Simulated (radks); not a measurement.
Ionisation of neutral cerium, [Xe] 4f1 5d1 6s2, to [Xe] 4f1 5d2 as the strength of local exchange is varied. Calculated with a radial shooting solver on a logarithmic mesh with Libxc functionals: scalar-relativistic Kohn-Sham, Slater X-alpha exchange (alpha = 2/3 is LDA exchange), no correlation, spin-unpolarised, spherical densities, finite nucleus; Fermi nuclear charge, rms radius 4.8771 fm.

| alpha | E(Ce) (hartree) | exchange (hartree) | IE (eV) | -e of the level emptied (eV) | <r> of it (bohr) |
|---|---|---|---|---|---|
| 0.592 | -8825.7676 | -174.4358 | 5.811 | 2.774 (6s) | 4.512 |
| 0.596 | -8826.9500 | -175.6371 | 5.816 | 2.790 (6s) | 4.507 |
| 0.667 | -8847.9624 | -197.0109 | 5.900 | 3.077 (6s) | 4.417 |
| 0.831 | -8896.6818 | -246.7426 | 6.045 | 3.796 (6s) | 4.219 |
| 0.918 | -8922.6306 | -273.3290 | 6.094 | 4.207 (6s) | 4.121 |
| 1.011 | -8950.4484 | -301.9054 | 6.125 | 4.667 (6s) | 4.021 |

NIST Atomic Spectra Database: 5.539 eV (measured). The central value is not met in this range of alpha. Spin polarisation and multiplet splitting are left out, so open shells lie too high by an amount that depends on their filling. Spin-orbit splitting is averaged out at the scalar-relativistic level.

Beside tabulated values, note that spin-unpolarised runs miss the spin-polarisation part of the exchange energy of open shells.
